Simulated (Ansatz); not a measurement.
BNH5Br, singlet: a relaxation.

Input (in.yaml):

```yaml
crystal:
  periodic: [false, false, false]
  atoms:
    - {symbol: B, position_ang: [-0.670088, -0.566769, 0.225907]}
    - {symbol: N, position_ang: [-0.435410, 0.760235, -0.082845]}
    - {symbol: H, position_ang: [-0.875484, -1.359065, -0.661656]}
    - {symbol: H, position_ang: [-0.541120, -0.946747, 1.364630]}
    - {symbol: H, position_ang: [1.206003, 0.177837, -0.235197]}
    - {symbol: Br, position_ang: [2.260336, -0.696675, -0.231227]}
    - {symbol: H, position_ang: [-0.336775, 1.482540, 0.630388]}
    - {symbol: H, position_ang: [-0.607463, 1.148744, -1.010000]}
basis:
  gaussian: {orbitals: def2-TZVP}
hamiltonian: {xc: pbe0, dispersion: d4}
relax: {f_tol: 0.005, max_steps: 200}
```

Launched with

```bash
ansatz run in.yaml --threads 4 --pin off --events-out ev --progress --plain --max-ram 9574MiB
```

The run's output (Ansatz 0.2.0):

```
Functional definition: PBE0
  name "PBE0"
  cite "Adamo & Barone, J. Chem. Phys. 110, 6158 (1999) doi:10.1063/1.478522"
  cite "Perdew, Burke & Ernzerhof, Phys. Rev. Lett. 77, 3865 (1996) doi:10.1103/PhysRevLett.77.3865"
  parent pbe
  parameter a = 0.25
  parameter kappa = 0.804
  parameter beta = 0.06672455060314922
  exchange = (1 - a)*pbe_x(kappa = kappa, mu = beta*pi^2/3) + a*exact_x
  correlation = pbe_c(beta = beta)
957 factors; their error is unknown
mean field evaluation 1: about -72278.7060 eV, gradient 5.3e1 eV
mean field evaluation 2: about -72273.2162 eV, gradient 7.1e1 eV
mean field evaluation 4: about -72284.1171 eV, gradient 2.7e0 eV
mean field evaluation 8: about -72284.5681 eV, gradient 1.2e-1 eV
mean field -72284.56813187 eV, -2656.4088826063 hartree, gradient 6.4e-5 eV, S^2 0.000000; 0 other end points of the search recorded, 0 dependent functions left out
the calculation of the forces begins
reference -72284.56816054 eV, -2656.4088836599 hartree; 26, 26 occupied and 114, 114 virtual orbitals, 957 factors
relax step   1: F+E_penalty+E_count = -72284.66874531 eV  Δ(F+E_penalty+E_count) = +0.000e0 eV  max|allowed force component| = 2.497e0 eV/Å  Δτ_max = 0.0000 Å  (25 SCF iters, accepted)
relax step   2: F+E_penalty+E_count = -72284.95375608 eV  Δ(F+E_penalty+E_count) = -2.850e-1 eV  max|allowed force component| = 4.525e-1 eV/Å  Δτ_max = 0.1945 Å  (29 SCF iters, accepted)
relax step   3: F+E_penalty+E_count = -72285.02065442 eV  Δ(F+E_penalty+E_count) = -6.690e-2 eV  max|allowed force component| = 3.880e-1 eV/Å  Δτ_max = 0.1933 Å  (29 SCF iters, accepted)
relax step   4: F+E_penalty+E_count = -72285.05548753 eV  Δ(F+E_penalty+E_count) = -3.483e-2 eV  max|allowed force component| = 4.059e-1 eV/Å  Δτ_max = 0.1638 Å  (29 SCF iters, accepted)
relax step   5: F+E_penalty+E_count = -72285.07119025 eV  Δ(F+E_penalty+E_count) = -1.570e-2 eV  max|allowed force component| = 4.279e-1 eV/Å  Δτ_max = 0.2000 Å  (28 SCF iters, accepted)
relax step   6: F+E_penalty+E_count = -72285.07347345 eV  Δ(F+E_penalty+E_count) = -2.283e-3 eV  max|allowed force component| = 3.588e-1 eV/Å  Δτ_max = 0.0563 Å  (29 SCF iters, accepted)
relax step   7: F+E_penalty+E_count = -72285.08260332 eV  Δ(F+E_penalty+E_count) = -9.130e-3 eV  max|allowed force component| = 8.616e-2 eV/Å  Δτ_max = 0.0916 Å  (29 SCF iters, accepted)
relax step   8: F+E_penalty+E_count = -72285.07562953 eV  Δ(F+E_penalty+E_count) = +6.974e-3 eV  max|allowed force component| = 5.524e-1 eV/Å  Δτ_max = 0.1773 Å  (29 SCF iters, rejected (line search))
relax step   9: F+E_penalty+E_count = -72285.08346605 eV  Δ(F+E_penalty+E_count) = -8.627e-4 eV  max|allowed force component| = 1.256e-1 eV/Å  Δτ_max = 0.0436 Å  (31 SCF iters, accepted)
relax step  10: F+E_penalty+E_count = -72285.08410265 eV  Δ(F+E_penalty+E_count) = -6.366e-4 eV  max|allowed force component| = 1.301e-1 eV/Å  Δτ_max = 0.0910 Å  (29 SCF iters, accepted)
relax step  11: F+E_penalty+E_count = -72285.08387503 eV  Δ(F+E_penalty+E_count) = +2.276e-4 eV  max|allowed force component| = 1.310e-1 eV/Å  Δτ_max = 0.0277 Å  (30 SCF iters, rejected (line search))
relax step  12: F+E_penalty+E_count = -72285.08498868 eV  Δ(F+E_penalty+E_count) = -8.860e-4 eV  max|allowed force component| = 4.307e-3 eV/Å  Δτ_max = 0.0120 Å  (29 SCF iters, accepted)
relax step  13: F+E_penalty+E_count = -72285.08499568 eV  Δ(F+E_penalty+E_count) = -6.996e-6 eV  max|allowed force component| = 2.907e-3 eV/Å  Δτ_max = 0.0067 Å  (30 SCF iters, accepted)
Total energy: -72285.08502629 eV, -2656.4278781258 hartree
Atom 0 at    -1.014159    -0.583847     0.286155 Å, force     0.001016     0.000537    -0.000088 eV/Å
Atom 1 at    -0.466215     0.650598    -0.055443 Å, force    -0.000238     0.002012    -0.000542 eV/Å
Atom 2 at    -1.396765    -1.304185    -0.587053 Å, force    -0.000316     0.000004    -0.000314 eV/Å
Atom 3 at    -1.062351    -0.891740     1.439693 Å, force    -0.000246     0.000059     0.000335 eV/Å
Atom 4 at     1.587519    -0.027347    -0.256402 Å, force     0.002907    -0.000287    -0.000415 eV/Å
Atom 5 at     2.999924    -0.183182    -0.457779 Å, force    -0.002731     0.000332     0.000382 eV/Å
Atom 6 at    -0.189651     1.335566     0.629530 Å, force    -0.000309    -0.001484    -0.000338 eV/Å
Atom 7 at    -0.458302     1.004236    -0.998701 Å, force    -0.000082    -0.001173     0.000980 eV/Å
Dipole moment:    -0.269536     0.394793    -0.035856 e Å

[the SCF lines of later steps are left out]
```

Hardware: 4 CPU threads of an Intel Xeon 6975P-C, shared host. Wall time about 11 s.
